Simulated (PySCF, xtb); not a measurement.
C₃H₆BNO, SMILES CB(C)OC#N. One conformer was computed; it need not be the lowest.

Harmonic wavenumbers (cm⁻¹) from xtb with GFN2-xTB at its own minimum, in rising order: 59, 89, 113, 116, 267, 352, 364, 523, 535, 693, 753, 847, 872, 904, 1102, 1162, 1294, 1387, 1393, 1477, 1480, 1482, 1487, 2446, 2996, 3010, 3023, 3039, 3046, 3047.

**Question.** What does B3LYP-D3(BJ)/def2-SVP run with PySCF give at its own minimum? (Estimate from the structure and the level; the computed values follow.)

**Answer.** 25, 84, 124, 135, 299, 381, 400, 528, 557, 707, 708, 832, 859, 950, 1111, 1191, 1266, 1332, 1355, 1432, 1432, 1434, 1439, 2400, 3020, 3022, 3083, 3083, 3137, 3139. Paired by order, the mean absolute difference is 35 cm⁻¹ and the zero-point energies are 56.3 and 56.4 kcal/mol.
